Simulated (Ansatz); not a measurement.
`C=NC(F)OC` and `C=NC(F)O[SiH3]` differ in one atom or group.

Ansatz, PBE0-D4/def2-TZVP geometries, multiplicity 1. Each molecule was computed in one conformer, which needn't be the lowest.

```
                                      property  `C=NC(F)OC`
         HOMO–LUMO gap (B3LYP/def2-TZVPP) / eV         6.50
           HOMO energy (B3LYP/def2-TZVPP) / eV        -7.60
size of the dipole moment (PBE/def2-TZVPP) / D         1.39
            LUMO energy (PBE0/def2-TZVPP) / eV        -0.82
            HOMO energy (PBE0/def2-TZVPP) / eV        -7.81
             LUMO energy (PBE/def2-TZVPP) / eV        -1.95
```

**Question.** Give the same properties after the change, and the shifts. (An estimate is asked.)

**Answer.** The calculation gave: 
```csv
property,`C=NC(F)O[SiH3]`,shift
HOMO–LUMO gap (B3LYP/def2-TZVPP) / eV,6.54,0.04
HOMO energy (B3LYP/def2-TZVPP) / eV,-8.04,-0.44
size of the dipole moment (PBE/def2-TZVPP) / D,1.98,0.59
LUMO energy (PBE0/def2-TZVPP) / eV,-1.24,-0.42
HOMO energy (PBE0/def2-TZVPP) / eV,-8.26,-0.45
LUMO energy (PBE/def2-TZVPP) / eV,-2.35,-0.40
```

Dipoles are sizes alone; their direction can turn.

B3LYP here is the variant with VWN-RPA as its local correlation; programs differ in this.
